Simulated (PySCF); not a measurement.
Start geometry of [SnCl3]-, `[Cl][Sn-]([Cl])[Cl]` from GFN2-xTB (Å):
```
atom  x, y, z in Å
Sn1    0.0577   -0.0717    0.8705
Cl2    2.1990   -0.0458   -0.2817
Cl3   -1.1401    1.9246   -0.3290
Cl4   -1.0333   -1.8975   -0.2902
```

Question: What comes out of this run: PBE0-D3(BJ)/def2-SVP geometry optimisation, gas phase, def2 core potentials past Kr (PySCF 2.14.0)?

Answer: 
```
atom  x, y, z in Å
Sn1    0.147   -0.020    0.914
Cl2    2.086   -0.050   -0.636
Cl3   -1.049    1.870   -0.164
Cl4   -1.101   -1.890   -0.145
```

The energy falls by 2.2 kcal/mol over 9 energy and gradient evaluations, the largest force component goes from 0.0206 to 4.1e-04 Eh/bohr, and the atoms move by 0.082 Å rms after alignment. The bond that changes most is Sn1–Cl3 (ends: tin bonded to 3 Cl; chlorine bonded to Sn), which shortens by 0.136 Å. Bonds longer at the end by more than 0.005 Å: 2 of 3; shorter: 1. Among the angles that change most is Cl2–Sn1–Cl3, from 100.2° to 96.6°. Rotational constants go from 1588, 1475, 994.5 to 1557, 1516, 1041 MHz. The orientation of the end geometry is arbitrary; only internal coordinates are fixed.

The run used 80 basis functions and 53 SCF cycles in all. The run took 43 s on one thread of an Arm Neoverse N1, shared host with 64 logical CPUs at a one-minute load of 61, and the process peaked at 0.33 GiB of memory.

Whether it is a minimum is left open (no frequencies). The geometry's basis has no diffuse functions, a weakness for an anion.
